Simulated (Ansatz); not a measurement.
Two structures of Si4NH13, singlet, reached by relaxing down either side of one saddle point (PBE0-D4/def2-TZVP). Energies are electronic, without zero-point energy. Computed with Ansatz 0.2.0 (basis: def2-TZVPP and def2-QZVPP); correlated methods freeze the cores. Extrapolation: Hartree–Fock as exp(−7.88 √X), correlation as X^−2.97. First:

```
18
angstrom
Si -0.5316 0.3593 0.3432
Si 0.5687 -1.6511 0.8053
Si -0.4552 0.8158 -1.9457
Si -2.7846 0.1900 0.9516
H 0.0708 1.4989 1.0929
H 3.5483 -0.2622 0.1610
N 2.7620 0.3716 0.0848
H 1.3172 -2.1626 -0.3715
H -0.4612 -2.6815 1.1408
H 1.4677 -1.5349 1.9823
H -1.2795 2.0069 -2.2907
H 0.9353 1.0735 -2.4151
H -0.9850 -0.3514 -2.7023
H -2.9240 -0.1510 2.3944
H -3.5142 1.4638 0.7004
H -3.4373 -0.8853 0.1550
H 2.7941 0.7830 -0.8402
H 2.9085 1.1176 0.7538
```

Second:

Si1  (0.015, 1.731, -0.017)
Si2  (0.532, -2.945, 0.343)
Si3  (-0.190, 0.921, -2.203)
Si4  (-1.549, 0.717, 1.400)
H5  (-0.332, 3.190, -0.060)
H6  (1.235, -1.639, 0.311)
N7  (1.602, 1.369, 0.561)
H8  (1.441, -4.015, -0.144)
H9  (-0.670, -2.891, -0.527)
H10  (0.117, -3.254, 1.735)
H11  (-1.482, 1.377, -2.785)
H12  (0.916, 1.441, -3.057)
H13  (-0.148, -0.565, -2.242)
H14  (-1.283, 1.082, 2.821)
H15  (-2.919, 1.179, 1.046)
H16  (-1.508, -0.766, 1.291)
H17  (2.404, 1.579, -0.011)
H18  (1.820, 1.488, 1.538)
(Å)

Problem. Which bonds change from the first to the second?

Solution. Si₄H₁₀ ([SiH3][SiH]([SiH3])[SiH3]) + NH₃ → Si₃NH₉ ([NH2][SiH]([SiH3])[SiH3]) + SiH₄; bonds formed: Si1–N7, Si2–H6; bonds broken: Si1–Si2, H6–N7.

Problem. Give the saddle point's structure and its height above each. (Judge from chemistry; the value comes from the calculation.)

Solution. Computed: 1.796 eV above the first and 1.887 eV above the second (CCSD(T) at an estimated basis limit (MP2 extrapolated from triple and quadruple zeta, plus CCSD(T) − MP2 in triple zeta)).
```
18
angstrom
Si -0.1380 1.2528 -0.0562
Si 0.4895 -2.0014 0.2379
Si -0.2670 0.4618 -2.2455
Si -1.6373 0.3699 1.4868
H -0.1028 2.7546 -0.0163
H 1.5167 -0.1143 0.5671
N 1.6027 0.9837 0.5839
H 1.7149 -2.8181 -0.0899
H -0.4992 -2.4802 -0.7872
H -0.0091 -2.6401 1.5063
H -0.5831 1.6035 -3.1541
H 1.0433 -0.0986 -2.6711
H -1.3425 -0.5494 -2.3499
H -0.9248 0.1176 2.7680
H -2.7095 1.3737 1.7633
H -2.2602 -0.8670 0.9617
H 2.3419 1.3174 -0.0294
H 1.7645 1.3345 1.5246
```

No T1 diagnostic of these runs exceeds 0.015.

Labels in which every atom is bracketed show which atoms are joined, not bond orders.

For scale, one of the runs: CCSD(T)/def2-TZVPP, 381 basis functions, launched by `ansatz run in.yaml --threads 2 --pin off --events-out ev --progress --plain --max-ram 20480MiB --backend cuda --devices 0, --max-vram 18GiB`. Time: 10 s of wall clock on 2 CPU threads of an AMD EPYC 7R13 and a share of one NVIDIA H100; the host was shared. Peak host memory: 0.86 GiB.
